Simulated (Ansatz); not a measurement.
BH3SSeSi, SMILES `[SeH][SiH]1BS1`, relaxed with RKS PBE-D4/def2-SVP in Ansatz from a rough embedded geometry. The force threshold is 0.03 eV/Å; the program also tests the step.

The species carries charge 0 and has multiplicity 1.

Start:

```xyz
7

Se    1.430   -1.192    1.087
Si    0.207   -0.064   -0.373
B    -1.672    0.197    0.250
S    -0.399    1.700    0.288
H     2.718   -0.417    0.739
H     0.482   -0.104   -1.826
H    -2.766   -0.120   -0.165
```

```
step  energy (eV)  largest force (eV/Å)  largest move (Å)
   1  -84753.5500                 4.029             0.000
   2  -84754.6193                 1.630             0.199
   3  -84754.8727                 0.873             0.194
   4  -84754.9027                 0.339             0.061
   5  -84754.9139                 0.083             0.195
   6  -84754.9158                 0.035             0.022
   7  -84754.9160                 0.039             0.021
   8  -84754.9161                 0.018             0.005
```

End:

```xyz
7

Se    1.534   -1.192    1.153
Si    0.174   -0.160   -0.363
B    -1.689    0.259    0.002
S    -0.784    1.773    0.223
H     2.769   -0.609    0.566
H     0.849   -0.037   -1.696
H    -2.853   -0.034    0.114
```

Run time 14 s (2 threads of an Arm Neoverse V2 on a shared host); peak host memory 0.15 GiB.
